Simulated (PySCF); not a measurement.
Job file and geometry (Å, from GFN2-xTB) of an NMR shielding run on SMILES COCCP(C)C1CC1, C7H15OP, GIAO PBE0/pcSseg-1 NMR shielding, non-relativistic, gas phase in PySCF 2.14.0, density-fitted response routines; density fitting, a coarse starting grid and PySCF grid level 2 are the driver's defaults:

```
{"job": {"kind": "nmr", "xc": "PBE0", "basis": "pcSseg-1"}, "charge": 0, "multiplicity": 1}
C      3.557555     1.655600    -0.157130
O      2.867246     0.479234     0.167123
C      1.579013     0.421947    -0.402704
C      0.928157    -0.892188    -0.005252
P     -0.738961    -1.092099    -0.809670
C     -1.207257    -2.678245     0.021202
C     -1.694555     0.042015     0.277009
C     -2.028248     1.413961    -0.234204
C     -3.099278     0.380320    -0.133525
H      3.697088     1.749389    -1.241869
H      3.023470     2.544358     0.203903
H      4.528546     1.592201     0.329526
H      1.645949     0.491631    -1.500544
H      0.971796     1.271501    -0.050906
H      0.836989    -0.946159     1.082905
H      1.564806    -1.716252    -0.336413
H     -0.604281    -3.485705    -0.389575
H     -1.053648    -2.619182     1.097788
H     -2.255257    -2.886337    -0.186056
H     -1.494933    -0.060187     1.340554
H     -2.034088     2.235647     0.467012
H     -1.679534     1.685129    -1.220042
H     -3.473322    -0.049385    -1.051437
H     -3.848991     0.482570     0.636964
```

Q: What does the program print?

A: 
```
coarse grid: 19616 points
cycle   1  E = -691.5482179707  dE =  1.017e+00  |g| = 6.353e-01  |ddm| = 4.272e+00
cycle   2  E = -691.4872894227  dE =  6.093e-02  |g| = 8.617e-01  |ddm| = 1.324e+00
cycle   3  E = -691.6346732726  dE = -1.474e-01  |g| = 9.502e-02  |ddm| = 8.268e-01
cycle   4  E = -691.6361394579  dE = -1.466e-03  |g| = 3.727e-02  |ddm| = 9.389e-02
cycle   5  E = -691.6364425891  dE = -3.031e-04  |g| = 6.075e-03  |ddm| = 3.431e-02
cycle   6  E = -691.6364502650  dE = -7.676e-06  |g| = 2.456e-03  |ddm| = 9.636e-03
final grid: 182176 points
cycle   7  E = -691.7030755709  dE = -5.421e-05  |g| = 1.423e-02  |ddm| = 4.817e-02
cycle   8  E = -691.7030446614  dE =  3.091e-05  |g| = 1.898e-02  |ddm| = 2.551e-02
cycle   9  E = -691.7031199265  dE = -7.527e-05  |g| = 1.604e-03  |ddm| = 1.492e-02
cycle  10  E = -691.7031204736  dE = -5.471e-07  |g| = 1.975e-04  |ddm| = 1.620e-03
cycle  11  E = -691.7031204804  dE = -6.801e-09  |g| = 7.955e-05  |ddm| = 2.992e-04
cycle  12  E = -691.7031204819  dE = -1.460e-09  |g| = 2.428e-05  |ddm| = 1.097e-04
cycle  13  E = -691.7031204820  dE = -1.278e-10  |g| = 5.777e-06  |ddm| = 2.302e-05
converged SCF energy = -691.7031204820

GIAO shielding tensors (ppm)
atom      isotropic    diamagn.    paramagn.     s11        s22        s33       span
  0 C      125.626     242.705    -117.079     95.250     97.803    183.824     88.573
  1 O      303.851     396.788     -92.937    274.811    309.328    327.414     52.603
  2 C      111.920     250.197    -138.277     76.270     93.601    165.889     89.618
  3 C      146.716     253.959    -107.242    124.587    146.048    169.515     44.929
  4 P      366.250     968.199    -601.949    315.871    362.899    419.981    104.111
  5 C      170.217     253.828     -83.610    159.639    164.130    186.882     27.243
  6 C      170.581     252.673     -82.093    141.399    147.912    222.432     81.033
  7 C      180.122     250.520     -70.398    149.974    178.212    212.179     62.205
  8 C      183.063     259.025     -75.963    151.853    179.927    217.408     65.555
  9 H       28.358      27.975       0.382     24.803     25.780     34.490      9.687
 10 H       28.365      29.140      -0.776     24.737     26.079     34.278      9.541
 11 H       27.790      26.956       0.834     23.617     25.146     34.606     10.990
 12 H       28.278      33.660      -5.382     24.194     29.668     30.973      6.780
 13 H       28.091      35.791      -7.699     22.225     28.180     33.868     11.643
 14 H       29.886      34.920      -5.034     26.489     30.280     32.889      6.401
 15 H       29.838      33.530      -3.692     24.672     29.801     35.040     10.368
 16 H       30.679      30.686      -0.007     25.861     27.587     38.589     12.728
 17 H       30.550      32.192      -1.642     26.813     28.787     36.050      9.238
 18 H       30.377      30.367       0.010     25.243     28.437     37.452     12.210
 19 H       31.482      34.464      -2.982     25.544     29.359     39.544     14.000
 20 H       31.030      31.176      -0.146     25.828     26.075     41.186     15.357
 21 H       31.512      31.975      -0.463     26.185     28.663     39.687     13.502
 22 H       31.527      32.697      -1.170     25.366     28.852     40.363     14.997
 23 H       31.073      31.375      -0.301     25.177     26.280     41.763     16.586
```

Size and cost of the density-fitted run: 235 basis functions, 50 s wall time on 1 thread of an Arm Neoverse V1, shared host.
